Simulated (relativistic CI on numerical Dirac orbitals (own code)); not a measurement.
Sensitivity of the levels of Tm XIV to α and to the nuclear radius

Calculated at this level of theory: Dirac-Coulomb-Breit CI, KLI orbitals optimised for each configuration, derivatives by finite differences, unscaled Slater integrals, QED left out (own radial code, finite nucleus).

Configurations in the expansion (outside the closed core [Ar] 3d10 4p6 4d10): 4s²4f⁹5s, 4s²4f¹⁰, 4s²4f⁸5s², 4s4f¹¹. The list is cut by size and lacks configurations that can hold low levels.

With x = (α/α₀)² − 1 an excitation energy changes as ω = ω₀ + qx; K = 2q/ω₀ is the relative enhancement. Terms are leading LS components, so labels can repeat. The field-shift factor is F = δν/δ⟨r²⟩ for the transition from the lowest level.

Lowest level 4s²4f⁸5s² ⁷F6.

```csv
Level,ω₀ (cm⁻¹),q (cm⁻¹),K,F (GHz/fm²)
4s²4f⁸5s² ⁷F5,4178.3,4472,2.14,0.223
4s²4f⁸5s² ⁷F4,6527.8,5513,1.69,0.294
4s²4f⁸5s² ⁷F3,8492.7,7369,1.74,0.389
4s²4f⁸5s² ⁷F2,9848.5,8396,1.71,0.445
4s²4f⁸5s² ⁷F1,10770.3,9274,1.72,0.49
4s²4f⁸5s² ⁷F0,11216.3,9651,1.72,0.51
4s²4f⁸5s² ⁵D4,32268.1,-2147,-0.133,0.385
4s²4f⁸5s² ⁵L10,41234.1,-402.4,-0.0195,0.655
4s²4f⁸5s² ⁵G6,42182.1,-4592,-0.218,0.442
4s²4f⁸5s² ⁵D3,43826.4,9041,0.413,0.955
4s²4f⁸5s² ⁵L9,44364.0,3045,0.137,0.825
4s²4f⁸5s² ⁵G5,45189.3,724.6,0.0321,0.69
4s²4f⁸5s² ⁵L8,45921.0,3582,0.156,0.864
4s²4f⁸5s² ⁵G4,45958.1,108.1,0.0047,0.686
4s²4f⁸5s² ⁵L7,46327.6,1716,0.0741,0.798
4s²4f⁸5s² ⁵D2,46667.5,4426,0.19,0.817
4s²4f⁸5s² ⁵L6,46761.2,2561,0.11,0.825
4s²4f⁸5s² ⁵G3,47514.6,3015,0.127,0.813
4s²4f⁸5s² ⁵G2,48727.4,4437,0.182,0.881
4s²4f⁸5s² ⁵H7,50785.2,1689,0.0665,0.867
4s²4f⁸5s² ⁵D1,52061.9,13080,0.503,1.21
4s²4f⁸5s² ⁵D0,52753.7,10210,0.387,1.11
4s²4f⁸5s² ⁵H6,54021.3,3619,0.134,0.968
```

At this charge energies of transitions that change n are usually good to better than 1 %, and those within a shell (Δn = 0) to a few per cent. Terms inside the open d or f shell come out 10 to 20 % too wide with unscaled integrals. Levels and lines within the n = 5 or 6 shells can be off by up to 10 % or somewhat more, and those that change n by about 2 %, since core polarisation is missing. The computed lowest level isn't the tabulated ground level, which NIST ASD gives as 4f9 5s °.
